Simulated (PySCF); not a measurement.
Isomers of C6H7N, one GFN2-xTB conformer each. Single-point energies are computed at PBE0/pcSseg-1 (PySCF, gas phase, no added dispersion term), electronic only.

**Question.** Rank them by PBE0/pcSseg-1 energy, lowest first (kJ/mol).
A. `[H]/[N:7]=[CH:6]\[CH:5]=[C:4]=[C:3]=[CH:2][CH3:1]` with C4–C5–C6–N7 180°
B. `[CH:1]#[C:2]/[C:3]([CH:4]=[CH2:5])=[N:6]\[CH3:7]` with C2–C3–C4–C5 0°

**Answer.** A (0.0), B (23.3).

As drawn, the lower has cumulated double bonds and an N–H bond, which the higher lacks; the higher has a C≡C bond, which the lower lacks. GFN2-xTB itself gives, in the same order: 14.4, 0.0. GFN2-xTB puts C#C/C(C=C)=N\C lowest instead.

**Question.** Which frontier levels, dipoles and rotational constants go with these structures?

**Answer.** 
```csv
SMILES,"HOMO (eV, PBE0/pcSseg-1)",LUMO (eV),dipole (D),"A, B, C (MHz)"
[H]/N=C\C=C=C=CC,-6.87,-2.21,3.57,"11296, 935.4, 868.5"
C#C/C(C=C)=N\C,-7.36,-1.64,1.87,"3881, 2312, 1462"
```
